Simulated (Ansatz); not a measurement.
Isolated molecules relaxed with PBE0-D4/def2-TZVP in Ansatz; ΔE leaves out vibrations. CCSD(T)/CBS adds triple-zeta CCSD(T) − MP2 to the extrapolated MP2 energy (def2 sets, frozen cores). This one scheme is used for every species. DFT in def2-TZVPP. For Se outer-core shells are correlated without core-valence functions, which leaves a few kJ/mol of doubt a bond. Scalar relativity is left out up to krypton. One conformer a species, not always the lowest.

Consider the formal exchange of groups at the Al–Se bond: `C[O][AlH][SeH]` + BH₃ → `[BH2][AlH][O]C` + H₂Se.

```tsv
level	ΔE (kJ/mol)
ωB97M-V	154.0
B2PLYP	155.2
```

Task: What does CCSD(T)/CBS give? (Best estimate.)

Result: Ansatz gave: +156.1 kJ/mol. The listed levels differ from it by -2.1, -0.9 kJ/mol.

Largest T1 diagnostic among the species: 0.012.

The D4 term adds +3.9 kJ/mol with B3LYP and +2.1 kJ/mol with PBE0; it sums over pairs of atoms, weighted by their polarisabilities, and B3LYP, whose exchange is more repulsive, gets the larger term. From PBE to PBE0 (25 % exact exchange), in def2-TZVPP and without D4, ΔE moves by +6.0 kJ/mol.

B3LYP here is the variant with VWN-RPA as its local correlation; programs differ in this.
